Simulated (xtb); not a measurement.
F2GeH3In, SMILES [F][In]([F])[GeH3]. All values are semi-empirical tight-binding results from xtb (GFN2-xTB unless named), good for trends rather than for accurate numbers. Geometry optimised at GFN2-xTB. The structure was generated by enumeration; whether it is a known compound was not checked.

For metal compounds this method's bond lengths and energies can be far off.

| Property | Result |
|---|---|
| point group as xtb finds it | Cs |
| orbital gap | 3.38 eV |
| zero-point energy | 14.3 kcal/mol |
| G − E(el) at 298.15 K (modified RRHO) | -8.3 kcal/mol |
